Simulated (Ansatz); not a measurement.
Al₂O₆H₆: single points at one geometry.

```yaml
crystal:
  periodic: [false, false, false]
  atoms:
    - {symbol: Al, position_ang: [-0.101993, -1.038480, -0.539767]}
    - {symbol: Al, position_ang: [0.324497, 1.209331, 1.124093]}
    - {symbol: O, position_ang: [1.929900, 1.678782, 1.480632]}
    - {symbol: O, position_ang: [1.025044, -2.139176, -1.177206]}
    - {symbol: O, position_ang: [-1.800244, -1.055759, -0.844103]}
    - {symbol: O, position_ang: [-1.069339, 1.466211, -1.364873]}
    - {symbol: O, position_ang: [0.386173, -0.668941, 1.184950]}
    - {symbol: O, position_ang: [0.037056, 0.810735, -0.692387]}
    - {symbol: H, position_ang: [-1.743355, 0.745417, -1.284982]}
    - {symbol: H, position_ang: [-2.390369, -1.793395, -1.007795]}
    - {symbol: H, position_ang: [1.058538, -2.483434, -2.071688]}
    - {symbol: H, position_ang: [1.064911, -1.151834, 1.673371]}
    - {symbol: H, position_ang: [2.225846, 2.556501, 1.730258]}
    - {symbol: H, position_ang: [-0.946655, 1.864044, 1.789496]}
basis:
  gaussian: {orbitals: def2-TZVP, initial_orbitals: start.molden}
hamiltonian: {xc: pbe, dispersion: d4}
scf: {omitted_lower_state_checks: [starts]}
output: {orbitals: {seedname: orbitals}}
```

The file start.molden holds the orbitals of an earlier run on this structure, at another level or in another basis.

```sh
$ ansatz run in.yaml --threads 4 --pin off --events-out ev --progress --plain --max-ram 8704MiB
```

Output, abridged:

```
Functional definition: PBE
1688 factors; their error is unknown
mean field evaluation 1: about -25566.1876 eV, gradient 1.5e1 eV
mean field evaluation 2: about -25566.3999 eV, gradient 2.5e-1 eV
mean field evaluation 4: about -25566.3781 eV, gradient 7.5e-4 eV
mean field -25566.37810625 eV, -939.5470658910 hartree, gradient 1.2e-5 eV, S^2 0.000000; 0 other end points of the search recorded, 0 dependent functions left out
reference -25566.37816272 eV, -939.5470679664 hartree; 40, 40 occupied and 256, 256 virtual orbitals, 1688 factors
Total energy: -25566.72622845 eV, -939.5598591461 hartree
Checks for a lower state left out: starts
```

Hardware: 4 threads of Intel Xeon Platinum 8259CL on a shared host. Wall time 4.8 s.

First input, but with `gaussian: {orbitals: def2-SVP, initial_orbitals: start.molden}`, `correlation: {method: ccsd_t}` and without the key `hamiltonian` (abridged; 39 s):

```
Functional definition: HF
mean field -25476.67818143 eV, -936.2506544548 hartree, gradient 1.5e-6 eV, S^2 0.000000
16 core orbitals not correlated: weight in the atoms' cores, before any rotation towards them, 1.000 or more for the frozen orbitals, at most 0.000 for the correlated occupied ones
second order -34.29735637 eV of doubles, -0.00000000 eV of singles
cycle   1  -34.32220416 eV  change   -2.5e-2 eV  update   1.3e-1
cycle   2  -35.10342274 eV  change   -7.8e-1 eV  update   3.6e-2
cycle   3  -35.32131237 eV  change   -2.2e-1 eV  update   1.9e-2
cycle   4  -35.30614805 eV  change    1.5e-2 eV  update   3.8e-3
cycle   5  -35.30390302 eV  change    2.2e-3 eV  update   1.8e-3
cycle   6  -35.30505870 eV  change   -1.2e-3 eV  update   5.6e-4
cycle   7  -35.30489820 eV  change    1.6e-4 eV  update   2.5e-4
cycle   8  -35.30470040 eV  change    2.0e-4 eV  update   9.5e-5
cycle   9  -35.30470485 eV  change   -4.5e-6 eV  update   4.5e-5
perturbative correction -0.76702160 eV, -0.0281875240 hartree
Total energy: -25512.74990788 eV, -937.5762659516 hartree
Checks for a lower state left out: starts
```

As the first input, with `gaussian: {orbitals: def2-TZVPD, initial_orbitals: start.molden}`, `hamiltonian: {xc: pbe0, dispersion: d4}` (abridged; 15 s):

```
Functional definition: PBE0
mean field -25567.57672549 eV, -939.5911143359 hartree, gradient 2.6e-5 eV, S^2 0.000000
Total energy: -25567.87476007 eV, -939.6020669048 hartree
Checks for a lower state left out: starts
```

Geometry: r2SCAN-D4/def2-SVP.

Correlated methods freeze 16 core orbitals. The structure holds one bond between oxygen atoms, so isomers without such links may lie far lower. The structure comes from a short search, and lower isomers may exist.
